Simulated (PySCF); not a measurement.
A calculated (PBE, PySCF 2.14, aug-cc-pVDZ-DK, the spin-free X2C one-electron Hamiltonian (Gaussian nucleus)) atom or ion has these occupied shells.

```json
{"shell": "1s α", "electrons": "1", "orbital energy (eV)": "-10985.8", "rms radius, mean of both spins (bohr)": "0.0542"}
{"shell": "1s β", "electrons": "1", "orbital energy (eV)": "-10985.8", "rms radius, mean of both spins (bohr)": "0.0542"}
{"shell": "2s α", "electrons": "1", "orbital energy (eV)": "-1406.6", "rms radius, mean of both spins (bohr)": "0.227"}
{"shell": "2s β", "electrons": "1", "orbital energy (eV)": "-1406.5", "rms radius, mean of both spins (bohr)": "0.227"}
{"shell": "2p α", "electrons": "3", "orbital energy (eV)": "-1234.0", "rms radius, mean of both spins (bohr)": "0.203"}
{"shell": "2p β", "electrons": "3", "orbital energy (eV)": "-1234.0", "rms radius, mean of both spins (bohr)": "0.203"}
{"shell": "3s α", "electrons": "1", "orbital energy (eV)": "-202.98", "rms radius, mean of both spins (bohr)": "0.669"}
{"shell": "3s β", "electrons": "1", "orbital energy (eV)": "-202.86", "rms radius, mean of both spins (bohr)": "0.669"}
{"shell": "3p α", "electrons": "3", "orbital energy (eV)": "-150.16", "rms radius, mean of both spins (bohr)": "0.701"}
{"shell": "3p β", "electrons": "3", "orbital energy (eV)": "-150.01", "rms radius, mean of both spins (bohr)": "0.701"}
{"shell": "3d α", "electrons": "5", "orbital energy (eV)": "-63.632", "rms radius, mean of both spins (bohr)": "0.816"}
{"shell": "3d β", "electrons": "5", "orbital energy (eV)": "-63.356", "rms radius, mean of both spins (bohr)": "0.816"}
{"shell": "4s α", "electrons": "1", "orbital energy (eV)": "-41.175", "rms radius, mean of both spins (bohr)": "1.99"}
```

Task: Name the element and its charge.

Result: Ge³⁺ (germanium, charge +3), in [Ar] 3d10 4s1, 2S determinant.
